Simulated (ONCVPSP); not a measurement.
## Logarithmic derivatives: Ir, ONCV

```json
{
 "Element": "Ir (Z = 77)",
 "Generator": "ONCVPSP 4.0.1",
 "Type": "optimised norm-conserving Vanderbilt (ONCV)",
 "Functional": "PBE",
 "Relativity": "scalar-relativistic",
 "Frozen core": "[Kr] 4d10 4f14",
 "Valence charge": "17",
 "Reference configuration": "5s2 5p6 5d7 6s1 (charge +1)",
 "Partial waves": "5s+6s: rc 1.75 bohr, ncon 3, nbas 7, qcut 6.8 1/bohr, 2 projectors; 5p: rc 1.45 bohr, ncon 4, nbas 7, qcut 11.5 1/bohr, 2 projectors, debl 3.2 Ha; 5d: rc 1.60 bohr, ncon 4, nbas 7, qcut 6.4 1/bohr, 1 projector; f scattering state at 0.08 Ha: rc 1.70 bohr, ncon 4, nbas 7, qcut 5.8 1/bohr, 2 projectors, debl 1.4 Ha",
 "Local potential": "polynomial inside 1.40 bohr (lpopt 2, dvloc0 6 Ha)",
 "Core correction": "polynomial model core, fcfact 0.6"
}
```

The phase is arctan(r·R′/R) of the radial function R(r), unwrapped; energies in Ha, scanned from -5 to 5 Ha. A pole is an energy at which the radial function vanishes at the test radius. The pseudo phase is shifted by a multiple of π to meet the all-electron one at the reference energy, and phase errors are pseudo minus all-electron; the curves can meet again beyond the range given. Levels narrower than the energy grid can be missing from the lists of poles.

| channel | radius (bohr) | reference energy (Ha) | poles, all-electron | poles, pseudo | unbroken range about the reference energy with phases within 0.05 rad | phase error 1 Ha above the reference energy (rad) |
| --- | --- | --- | --- | --- | --- | --- |
| s | 1.78 | -0.50 | -3.70, 4.58 | -3.70, 4.37 | the whole range | -0.002 |
| p | 1.47 | -2.32 | -0.85 | -0.85 | the whole range | -0.000 |
| d | 1.63 | -0.56 | 1.24 | 1.26 | below 4.0 | +0.001 |
| f | 1.73 | 0.08 | -2.56, 3.93 | 3.73 | -2.4 to 4.4 | -0.000 |

Phases in the d channel:

```tsv
E (Ha)	all-electron	pseudo
-4.96	1.289	1.289
-4.72	1.276	1.276
-4.48	1.263	1.263
-4.24	1.247	1.247
-4.00	1.229	1.229
-3.76	1.208	1.208
-3.52	1.183	1.183
-3.28	1.153	1.153
-3.04	1.116	1.116
-2.80	1.069	1.070
-2.56	1.009	1.009
-2.32	0.927	0.928
-2.08	0.813	0.814
-1.84	0.645	0.647
-1.60	0.395	0.396
-1.36	0.038	0.040
-1.12	-0.375	-0.375
-0.88	-0.731	-0.731
-0.64	-0.983	-0.983
-0.40	-1.151	-1.151
-0.16	-1.267	-1.267
0.08	-1.351	-1.351
0.32	-1.415	-1.415
0.56	-1.466	-1.465
0.80	-1.508	-1.507
1.04	-1.544	-1.542
1.28	-1.576	-1.573
1.52	-1.605	-1.602
1.76	-1.632	-1.629
2.00	-1.659	-1.655
2.24	-1.686	-1.680
2.48	-1.714	-1.706
2.72	-1.744	-1.734
2.96	-1.777	-1.764
3.20	-1.815	-1.798
3.44	-1.859	-1.836
3.68	-1.914	-1.882
3.92	-1.984	-1.938
4.16	-2.077	-2.010
4.40	-2.207	-2.105
4.64	-2.399	-2.237
4.88	-2.684	-2.428
```
